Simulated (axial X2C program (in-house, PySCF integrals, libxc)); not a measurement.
**Potential curves of LiV, with spin–orbit coupling**

All values were computed with an in-house relativistic program for diatomic molecules. Two-component (2c) means X2C with spin–orbit coupling and atomic mean-field two-electron Coulomb and Gaunt terms. Basis: V dyall-cv3z [10s10p6d4f2g], Li dyall-cv3z [7s8p2d] (cores contracted in-house); Gaussian nuclei, density fitting, unrestricted open shells. Masses: V 50.944 u, Li 7.016 u.

State: Ω = 4 (⟨Sz⟩ = 2.00, ⟨Lz⟩ = 2.00 at HF). Energies in eV from the lowest point of each curve. Fits are polynomials in 1 − R0/R over 0.85 to 1.23 times the lowest point R0.

| R (Å) | CCSD | HF | r2SCAN0 |
| --- | --- | --- | --- |
| 2.3133 |  | 0.3541 | 0.1590 |
| 2.4197 | 0.0401 | 0.2272 | 0.0749 |
| 2.4995 | 0.0111 | 0.1560 | 0.0346 |
| 2.5792 | 0.0000 | 0.1018 | 0.0105 |
| 2.6590 | 0.0039 | 0.0619 | 0.0000 |
| 2.7521 | 0.0242 | 0.0301 | 0.0024 |
| 2.8451 | 0.0582 | 0.0109 | 0.0174 |
| 2.9648 | 0.1168 | 0.0000 | 0.0508 |
| 3.1110 |  | 0.0011 | 0.1059 |
| 3.3237 |  | 0.0183 | 0.2001 |

Correlated methods: 6 electrons correlated (number of frozen shells: V 3 s, 2 p; Li 1 s), 254 virtual spin orbitals or spinors in MP2, 81 natural virtuals in coupled cluster.

One determinant describes the state; a PBE0 search over occupations chose it and may have missed a lower one. Density functionals use the spin component along the axis (collinear). CCSD ran in a truncated set of natural virtual spinors with an MP2 remainder; without triples it tends to underbind. PBE0 can misorder states that lie within some tenths of an eV, so this need not be the ground state of the molecule. The nearest other spin-free determinant of the search, M_S = 2, Λ = 1, lies 0.04 eV up at the distance of the search. Without a current term, density functionals place determinants with orbital angular momentum somewhat too high. With several unpaired electrons one determinant need not be a pure state. A state of lower Ω lies just above, and one determinant can place such states too high, so the state shown need not be the lowest. The search has Ω = 1 only 0.01 eV up. The outer-core s and p shells of the metal are frozen in the correlated rows, which leaves out core–valence correlation; for alkali and alkaline-earth bonds that tends to lengthen them. Open-shell Ω = 0 determinants with evenly filled partner blocks cannot be reached by this program, so the Ω shown need not be the lowest component. The determinant is spin-polarised beyond a pure state at some levels (its spin-free form has ⟨S²⟩ too high), which makes Re and μ there less reliable. The T1 diagnostic is large, a sign of multireference character. Coupled cluster ran on the points near the minimum only. MP2 and coupled cluster on one determinant become unreliable at the stretched end.

(1) Fit the CCSD curve near its minimum: give the equilibrium distance and the harmonic wavenumber.

(2) Fit the HF curve near its minimum: give the equilibrium distance and the harmonic wavenumber.

(3) Fit the r2SCAN0 curve near its minimum: give the equilibrium distance and the harmonic wavenumber.

Answers

(1) At CCSD, 2c: Re = 2.597 Å, ωe ≈ 317 cm⁻¹; Be follows as 0.405 cm⁻¹.

(2) At HF, 2c: Re = 3.022 Å, ωe ≈ 165 cm⁻¹; Be follows as 0.299 cm⁻¹.

(3) At r2SCAN0, 2c: Re = 2.690 Å, ωe ≈ 274 cm⁻¹; Be follows as 0.378 cm⁻¹.
